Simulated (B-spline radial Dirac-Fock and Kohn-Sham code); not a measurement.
**Dipole and non-dipole photoemission parameters of Zr³⁺ 4s**

System: the Zr³⁺ ion in the configuration [Kr] 4d1; threshold 88.45 eV (orbital energy of the model). Calculated with a radial B-spline solver, using Dirac-Hartree-Slater photoionisation with a Latter tail; cross sections with all multipoles, angular parameters from the dipole term and its interference with E2.

Input of the calculation (task.json; shells as n, l, electrons):

```json
{"items": [{
  "Z": 40,
  "q": 3,
  "cfg": [[1, 0, 2], [2, 0, 2], [2, 1, 6], [3, 0, 2], [3, 1, 6], [3, 2, 10], [4, 0, 2], [4, 1, 6], [4, 2, 1]],
  "A": 90,
  "rrms": 4.2694,
  "do": "xps",
  "hv": [56.0, 59.0, 80, 82.7, 88.0, 88.8, 97.9, 135.0, 227.0, 239.0, 268.0, 300, 1000, 1240.0, 1480.0, 1486.9, 1550.0, 1600.0, 2100.0, 2150.0, 2984.4, 3350.0, 3820.0, 4750.0, 5160.0, 5910.0, 6000, 8047.8, 10900.0, 12000]
}]}
```

Command: `python xray2_run.py task.json out`

For linearly polarised light dσ/dΩ = σ/(4π) [1 + β P₂(cos θ) + (δ + γ cos²θ) sin θ cos φ], with θ from the polarisation vector and φ the angle between the beam and the projection of the electron momentum on the plane normal to the polarisation.

```csv
hν (eV),σ (kb),β,γ
97.9,224,1.979,0.077
135,185,1.987,0.202
227,?,?,?
239,95.1,1.992,0.279
268,81.5,1.993,0.278
300,69.6,1.993,0.274
1000,10.2,1.996,0.034
1240,7.04,1.996,-0.017
1480,5.15,1.997,-0.052
1486.9,5.10,1.997,-0.053
1550,4.74,1.997,-0.059
1600,4.47,1.997,-0.064
2100,2.71,1.997,-0.082
2150,2.60,1.997,-0.082
2984.4,1.39,1.997,-0.036
3350,1.10,1.997,0.000
3820,0.850,1.997,0.055
4750,0.545,1.997,0.181
5160,0.459,1.997,0.240
5910,0.345,1.997,0.350
6000,0.334,1.997,0.364
8047.8,0.177,1.997,0.663
10900,0.0892,1.996,1.059
12000,0.0715,1.996,1.202
```

Question: Give the values at 227 eV.

Answer: σ = 102 kb, β = 1.992, γ = 0.280. For an s subshell δ is negligible.
